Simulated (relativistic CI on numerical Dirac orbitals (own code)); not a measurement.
Slater and spin-orbit integrals, Hf16+

Method of calculation: Dirac-Coulomb-Breit CI, separate exchange-only KLI orbitals for each configuration, QED by a radiative potential, unscaled Slater integrals (own radial code, finite nucleus).

Slater integrals F^k, G^k are unscaled and averaged over j, outside the closed core [Ar] 3d10; ζ comes from projecting the Hamiltonian with its Breit term on Σ l·s of the shell.

- 4s²4p⁶4d¹⁰4f¹⁰: F^2(4f,4f) = 183400, F^4(4f,4f) = 117510, F^6(4f,4f) = 85279, ζ(4f) = 4579.3 cm⁻¹; <r>(4f) = 0.5493, <r^2>(4f) = 0.3561 (bohr units).
- 4s²4p⁶4d¹⁰4f⁸5s²: F^2(4f,4f) = 189310, F^4(4f,4f) = 121570, F^6(4f,4f) = 88305, ζ(4f) = 4903.3 cm⁻¹; <r>(4f) = 0.5351, <r^2>(4f) = 0.337 (bohr units).
- 4s²4p⁶4d⁹4f¹¹: ζ(4d) = 36102, F^2(4f,4f) = 183430, F^4(4f,4f) = 117530, F^6(4f,4f) = 85294, F^2(4d,4f) = 184830, F^4(4d,4f) = 119880, G^1(4d,4f) = 212020, G^3(4d,4f) = 137430, G^5(4d,4f) = 98417, ζ(4f) = 4554.9 cm⁻¹; <r>(4d) = 0.5162, <r^2>(4d) = 0.3066, <r>(4f) = 0.5492, <r^2>(4f) = 0.356 (bohr units).

Averages of the first 10 configurations, taken without configuration mixing, which lowers the lowest level and can move excited configurations by several eV; other configurations of the list can lie among them:

```tsv
Configuration	Parity	States	Average energy above the lowest level (eV)
4s²4p⁶4d¹⁰4f¹⁰	even	1001	11.8
4s²4p⁶4d¹⁰4f⁸5s²	even	3003	22.3
4s²4p⁶4d⁹4f¹¹	odd	3640	219.4
4s²4p⁶4d¹⁰4f⁹6s	odd	4004	173.2
4s²4p⁶4d⁸4f¹²	even	4095	428.7
4s²4p⁵4d¹⁰4f¹¹	even	2184	408.3
4s4p⁶4d¹⁰4f¹¹	odd	728	546.3
4s²4p⁴4d¹⁰4f¹²	even	1365	805.1
4s4p⁶4d¹⁰4f⁹5s²	odd	4004	560.4
4p⁶4d¹⁰4f¹²	even	91	1083.3
```
